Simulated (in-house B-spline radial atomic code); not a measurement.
How numerical settings move a run on the beryllium ion Be⁺, [He] 2s1. Computed with an all-electron radial atomic-structure program (B-spline basis): Dirac-Hartree-Fock, average of configuration, Fermi nucleus of rms radius 2.519 fm.

Command:
```bash
python run_scf.py task.json out
```
Settings of the sound reference run:
```
Z                4
electrons        3
configuration    [He] 2s1
hamiltonian      dirac
method           hf
spin_polarised   False
nucleus          fermi
rms_radius       2.519
mass_number      9
atomic_mass      9.012183
speed_of_light   137.036
knot_spacing     0.22
spline_order     8
gauss_points     12
box_radius       35.29
max_iterations   70
damping          0.5
damped_steps     3
diis_vectors     10
tolerance        1e-08
start            Thomas-Fermi
```

Cost of the run: 0.62 s on 1 thread of Arm Neoverse N1, on a shared host.

It converges in 7 iterations to -14.280215 hartree, with 2s1/2 at -18.13 eV. The other runs change the listed settings, some to values that make no sense; their results aren't properties of the atom or ion. Radii are in bohr (the nuclear one in fm), a minus after a letter asks for a j subshell, and «unchanged» means within 1e-8 hartree. The run stops when the residual is below 10 × tolerance × max(1, Z/10), or a noise floor if that is larger, and the energy moves by less than 1e-8 × √|E| hartree; so very loose and very tight tolerances often act alike.

```tsv
changed settings	outcome
damped_steps = 8	converged in 11 iterations, energy unchanged
electrons = 4, configuration = [He] 2s1 3p-1, max_iterations = 100	converged in 7 iterations to -14.3491 hartree, a different physical problem (warning: 3p1/2 reaches the box edge)
gauss_points = 5, box_radius = 5.29, first_knot = 0.0025, max_iterations = 100, damped_steps = 8	converged in 11 iterations, energy +8.80e-03 hartree from the reference, 2s1/2 level +2.4e-01 eV (the program warns: 2s1/2 reaches the box edge)
gauss_points = 8, max_iterations = 50, damping = 0.95, diis_vectors = 20, tolerance = 1e-13	converged in 7 iterations, energy unchanged
damped_steps = 30	converged in 17 iterations, energy unchanged
max_iterations = 5	not converged after 5 iterations, last residual 7.8e-05, last energy +4.50e-08 hartree from the reference
electrons = 4, configuration = [He] 2s1 3s-1, max_iterations = 75	stopped with error: j subshells need the Dirac Hamiltonian and l > 0
damped_steps = 1	converged in 5 iterations, energy unchanged
```

Problem. What happens with first_knot = 0.0025, max_iterations = 50, damped_steps = 0?

Solution. Converged in 5 iterations, energy -4.30e-07 hartree from the reference.

Problem. What happens with max_iterations = 2?

Solution. Not converged after 2 iterations, last residual 3.7e-03, last energy +5.51e-04 hartree from the reference.

Problem. What happens with knot_spacing = 0.1, gauss_points = 5, box_radius = 3.53, max_iterations = 5?

Solution. Not converged after 5 iterations, last residual 4.4e-05, last energy +1.23e-01 hartree from the reference.

Problem. What happens with max_iterations = 3?

Solution. Not converged after 3 iterations, last residual 1.8e-03, last energy +1.31e-04 hartree from the reference.
